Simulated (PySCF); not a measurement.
## Working out the ionisation energy of Mo⁺

Mo⁺ [Kr] 4d5 (6S) → Mo²⁺ [Kr] 4d4 (5D). Calculation: PySCF 2.14, in def2-TZVPPD with the def2 core potential (28 electrons) (6s4p3d2f1g, 56 functions); a scalar-relativistic core potential. Frozen: nothing. Energies in hartree (1 hartree = 27.21139 eV):

```json
{"part": "UHF", "Mo⁺ (lower)": "-67.336223", "Mo²⁺ (upper)": "-66.781006"}
{"part": "MP2 opposite-spin", "Mo⁺ (lower)": "-0.203793", "Mo²⁺ (upper)": "-0.192753"}
{"part": "MP2 same-spin", "Mo⁺ (lower)": "-0.119450", "Mo²⁺ (upper)": "-0.094162"}
```

**Question.** What does Hartree-Fock give?

**Answer.** (-66.781006) − (-67.336223) = 0.555217 hartree = 15.108 eV.

**Question.** What do MP2 and SCS-MP2 (6/5 opposite-spin, 1/3 same-spin) give?

**Answer.** The opposite-spin parts differ by 0.300 eV and the same-spin parts by 0.688 eV. MP2: 15.108 + (0.300) + (0.688) = 16.096 eV. SCS-MP2: 15.108 + 1.2 × (0.300) + (0.688)/3 = 15.697 eV.

Reference: 16.16 ± 0.12 eV (semi-empirical (NIST evaluation); NIST Atomic Spectra Database, ionization energies), between the lowest levels; spin-orbit coupling is absent from the calculation.

What remains against the reference includes basis incompleteness and correlation beyond second order.
